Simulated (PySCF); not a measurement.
# Working out the excitation energy of B⁺

B⁺ [He] 2s2 (1S) → B⁺ [He] 2s1 3s1 (3S). Calculation: PySCF 2.14, in aug-cc-pwCVDZ (5s4p2d, 27 functions); no relativity, point nucleus. Frozen: nothing. Energies in hartree (1 hartree = 27.21139 eV):

| part | B⁺ (lower) | B⁺ (upper) |
| --- | --- | --- |
| UHF | -24.235833 | -23.695912 |
| MP2 opposite-spin | -0.058598 | -0.024134 |
| MP2 same-spin | -0.001358 | -0.003860 |

Task: What does Hartree-Fock give?

Result: (-23.695912) − (-24.235833) = 0.539921 hartree = 14.692 eV.

Task: What do MP2 and SCS-MP2 (6/5 opposite-spin, 1/3 same-spin) give?

Result: The opposite-spin parts differ by 0.938 eV and the same-spin parts by -0.068 eV. MP2: 14.692 + (0.938) + (-0.068) = 15.562 eV. SCS-MP2: 14.692 + 1.2 × (0.938) + (-0.068)/3 = 15.795 eV.

Measured between the centres of the two terms (NIST): 16.090 eV, so MP2 (valence and next inner shell) is off by -0.528 eV.

A double-zeta basis recovers only part of the correlation energy.

What remains against the reference includes basis incompleteness and correlation beyond second order.
